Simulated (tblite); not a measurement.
Species: C₈H₁₄NP.
Numbering: `[CH3:1][CH2:2][P:3]([CH2:4][CH3:5])[n:6]1[cH:7][cH:8][cH:9][cH:10]1` (hydrogens: H11, H12, H13 on C1; H14, H15 on C2; H16, H17 on C4; H18, H19, H20 on C5; H21 on C7; H22 on C8; H23 on C9; H24 on C10)

Geometry (GFN2-xTB, Å), atoms numbered from 1 in this order:
```xyz
24
C8H14NP angstrom
C     -1.7754   -2.2664    0.5069
C     -1.8226   -0.7593    0.7210
P     -0.9869    0.1324   -0.6896
C     -1.0070    1.8462    0.0493
C     -0.1850    2.8070   -0.7998
N      0.6522   -0.2952   -0.3568
C      1.3682   -0.2186    0.8080
C      2.6322   -0.6748    0.5801
C      2.7042   -1.0494   -0.7808
C      1.4790   -0.8053   -1.3236
H     -2.2723   -2.7871    1.3235
H     -2.2699   -2.5341   -0.4250
H     -0.7437   -2.6111    0.4561
H     -2.8594   -0.4137    0.7470
H     -1.3504   -0.4918    1.6699
H     -2.0513    2.1680    0.0807
H     -0.6278    1.8197    1.0741
H     -0.2029    3.8091   -0.3748
H      0.8510    2.4757   -0.8544
H     -0.5810    2.8533   -1.8125
H      0.9353    0.1526    1.7166
H      3.4242   -0.7382    1.3013
H      3.5616   -1.4486   -1.2862
H      1.1161   -0.9505   -2.3233
```

Computed with GFN2-xTB (tblite): harmonic, unscaled wavenumbers at the GFN2-xTB geometry, gas phase. The method is semi-empirical: single wavenumbers can be off by several per cent or more. One conformer, not necessarily the lowest.

Harmonic wavenumbers (cm⁻¹): 36.8, 49.3, 64.4, 122.8, 125.5, 169.0, 202.5, 218.5, 237.2, 303.8, 335.4, 343.7, 466.0, 574.9, 579.3, 679.9, 689.1, 740.1, 762.5, 773.1, 776.6, 821.0, 836.3, 840.2, 915.5, 971.6, 993.2, 1000.8, 1019.1, 1061.8, 1062.1, 1081.8, 1085.4, 1093.2, 1190.6, 1215.7, 1225.8, 1230.1, 1243.1, 1256.5, 1338.3, 1405.4, 1411.6, 1412.8, 1437.6, 1444.8, 1457.0, 1496.4, 1496.7, 1499.8, 1500.3, 1562.3, 2938.8, 2944.6, 2953.4, 2959.6, 3018.1, 3018.8, 3022.5, 3022.6, 3030.1, 3031.1, 3143.8, 3145.1, 3156.3, 3167.2.

A = 1364, B = 1029, C = 717.0 MHz; mass 155.086 u (most abundant isotopes); point group Cs, symmetry number 1.

**Question.** Zero-point energy?

**Answer.** ½Σν̃ = 44205 cm⁻¹ = 528.80 kJ/mol.

**Question.** Give the ideal-gas entropy at 500 K and 1 bar in the rigid-rotor, harmonic-oscillator model (classical rotation).

**Answer.** Translation 182.51, rotation 132.59, vibration 265.11: S = 580.2 J/(mol K).

**Question.** And Cp and H(500 K) − H(0)?

**Answer.** Cp = 291.33 J/(mol K), of which vibrations give 258.07 (their classical limit is 66 R = 548.8); H(500 K) − H(0) = 83.01 kJ/mol without the zero-point energy, 66.39 from vibrations.

**Question.** Which modes carry the vibrational entropy at 500 K?

**Answer.** 36.8 cm⁻¹: 26.99; 49.3 cm⁻¹: 24.56; 64.4 cm⁻¹: 22.34; 122.8 cm⁻¹: 17.01; 125.5 cm⁻¹: 16.83; 169.0 cm⁻¹: 14.39 J/(mol K); the other 60 give 143.00 together.

**Question.** How do the functions run with temperature in this model?

**Answer.** 
```tsv
T (K)	S (J/(mol K))	Cp (J/(mol K))	H − H(0) (kJ/mol)	G − H(0) (kJ/mol)	ln q(vib)
100	313.7	92.7	6.30	-25.07	2.69
200	392.0	138.6	17.86	-60.55	6.18
300	458.0	191.3	34.30	-103.09	9.48
800	740.3	388.5	186.32	-405.89	25.24
1000	831.7	430.8	268.47	-563.27	31.08
```

q(vib) and H(0) count from the zero-point level.

**Question.** Blend soft modes into free rotors: weight 1/[1 + (100 cm⁻¹/ν̃)⁴] for the oscillator and the rest for a rotor with moment μB/(μ + B), μ = h/(8π²ν), B = 10⁻⁴⁴ kg m². What vibrational entropy results?

**Answer.** 241.29 J/(mol K) in place of 265.11, which changes −T·S at 500 K by +11.91 kJ/mol.

**Question.** What must be added to the electronic energy to get the Gibbs energy at 500 K and 1 bar?

**Answer.** ZPE + [H(500 K) − H(0)] − T·S = 528.80 + 83.01 − 290.10 = 321.71 kJ/mol.

Hindered rotation and anharmonicity are outside this model. Other conformers, if any are populated, would add a mixing term that is left out.
